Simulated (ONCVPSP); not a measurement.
iodine (I): one change to an ONCV potential, before and after

ONCVPSP 4.0.1 input, shortened (lines: element, Z, core and valence counts, functional; n l f; lmax; l rc ep ncon nbas qcut; lloc lpopt rc5 dvloc0; l nproj debl; icmod fcfact rcfact), LDA (Perdew-Zunger), scalar-relativistic:

```
  I 53.00    6    5        3      upf
    1    0    2.00
    2    0    2.00
    2    1    6.00
    3    0    2.00
    3    1    6.00
    3    2   10.00
    4    0    2.00
    4    1    6.00
    4    2   10.00
    5    0    2.00
    5    1    5.00
    2
    0    1.30    0.00    4    7   11.50
    1    1.35    0.00    4    7   12.70
    2    1.15    0.00    3    7   11.60
    4    2    1.15    2.00
    0    2    0.70
    1    3    4.00
    2    2    3.70
    0    0.00    0.00
```

Change: p: qcut 16.1.

Cutoffs: the cutoffs (Ha) at which the residual kinetic energy of the hardest occupied pseudo-wave falls to 1 and 0.1 mHa per electron; they do not see the model core or the augmentation charge, which bear on the density cutoff. Errors are all-electron minus pseudo energies relative to the spin-unpolarised reference configuration.

What does the change do?

The potential gets neither clearly harder nor softer (52 Ha and 59 Ha → 52 Ha and 62 Ha); the d channel sets the loose cutoff, while the largest relative change is in p, which becomes harder; of the 4 tests that both files solve, the error grows in 0 and shrinks in 1 by more than 15 % and 0.3 meV (median size 11.2 → 9.9 meV); neither file shows a bound ghost.

```tsv
quantity	base	changed
cutoff, loose	52 Ha	52 Ha
cutoff, tight	59 Ha	62 Ha
loose cutoff by channel	s 43 Ha, p 30 Ha, d 52 Ha	s 43 Ha, p 43 Ha, d 52 Ha
bound ghosts	none	none
GHOST(+) flags under 300 eV	none	none
error for 4s2 4p6 4d10 5s2 5p4, meV [ΔE 11.30 eV]	-2.5	-2.1
error for 4s2 4p6 4d10 5s2 5p3, meV [ΔE 31.37 eV]	-7.3	-6.4
error for 4s2 4p6 4d10 5s2 5p2, meV [ΔE 60.98 eV]	-15	-13
error for 4s2 4p6 4d9 5s2 5p6, meV [ΔE 45.78 eV]	+15	+14
s: phases at 1.32 bohr within 0.05 rad from the reference energy up to (Ha; the scan ends near 5)	to the end of the scan	to the end of the scan
p: phases at 1.37 bohr within 0.05 rad from the reference energy up to (Ha; the scan ends near 5)	to the end of the scan	to the end of the scan
d: phases at 1.17 bohr within 0.05 rad from the reference energy up to (Ha; the scan ends near 5)	to the end of the scan	to the end of the scan
```
